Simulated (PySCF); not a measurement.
# B²⁺: excitation energy

B²⁺ [He] 2s1 (2S) → B²⁺ [He] 2p1 (2P), as a difference of total energies. Calculation: PySCF 2.14, in aug-cc-pwCVDZ (5s4p2d, 27 functions); no relativity, point nucleus. Correlated levels: valence and next inner shell: nothing frozen. The calculations carry no spin-orbit coupling.

```csv
method,excitation energy (eV)
UHF,6.154
MP2 (valence and next inner shell),6.141
SCS-MP2 (valence and next inner shell),6.150
CCSD (valence and next inner shell),6.139
CCSD(T) (valence and next inner shell),6.139
CCSDT (valence and next inner shell),6.139
FCI (valence and next inner shell),6.139
```
